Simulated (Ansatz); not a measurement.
`[CH3][SnH]([F])[Br]` + `C=CS` → `C=CSC` + `[F][SnH2][Br]`  (substitution at a C–Sn bond)

Calculated with Ansatz (gas phase, PBE0-D4/def2-TZVP geometries, no zero-point term in ΔE). CCSD(T)/CBS adds triple-zeta CCSD(T) − MP2 to the extrapolated MP2 energy (def2 sets, frozen cores). This one scheme is used for every species. DFT in def2-TZVPP. Elements past krypton have def2 core potentials. For Br, Sn outer-core shells are correlated without core-valence functions, which leaves a few kJ/mol of doubt a bond. Scalar relativity is left out up to krypton. One conformer a species, not always the lowest.

```tsv
level	ΔE (kJ/mol)
PBE	40.8
r2SCAN0	42.7
```

(1) What does CCSD(T)/CBS give? (Best estimate.)

Largest T1 diagnostic among the species: 0.012.

Results:

(1) Computed: +49.9 kJ/mol. The listed levels differ from it by -9.1, -7.2 kJ/mol.

At CCSD(T), def2-SVP lies −7.9 kJ/mol from the extrapolated value and def2-TZVPP −1.8 kJ/mol. In def2-TZVPP, CCSD(T) changes the Hartree–Fock value by +7.8 kJ/mol (the triples alone add −0.1 kJ/mol) and MP2 by +10.2 kJ/mol.
